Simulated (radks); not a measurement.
Values are calculated unless marked as measured or tabulated.
Problem. Ionisation of Al3+, [Ne], to Al4+, [He] 2s2 2p5, under several functionals. Non-relativistic Kohn-Sham, spin-unpolarised, spherical densities, point nucleus; a radial shooting solver on a logarithmic mesh with Libxc functionals. The NIST Atomic Spectra Database gives 119.99 eV (measured). Rank these functionals by the error of their Delta-SCF ionisation energy: HCTH/407; LDA (Slater exchange, Perdew-Wang correlation); exchange-only LDA; PBEsol; TASK exchange with Perdew-Wang LDA correlation; SCAN; OLYP; Tao-Mo meta-GGA; PW91; SOGGA.

Solution. From best to worst: SOGGA 120.79 eV (+0.8); exchange-only LDA 119.09 eV (-0.9); PBEsol 120.95 eV (+1.0); Tao-Mo meta-GGA 121.18 eV (+1.2); LDA (Slater exchange, Perdew-Wang correlation) 121.19 eV (+1.2); PW91 121.34 eV (+1.3); OLYP 121.59 eV (+1.6); HCTH/407 122.29 eV (+2.3); SCAN 122.76 eV (+2.8); TASK exchange with Perdew-Wang LDA correlation 123.72 eV (+3.7). Spin polarisation and multiplet splitting are left out, so open shells lie too high by an amount that depends on their filling.

Beside tabulated values, note that spin-unpolarised runs miss the spin-polarisation part of the exchange energy of open shells.
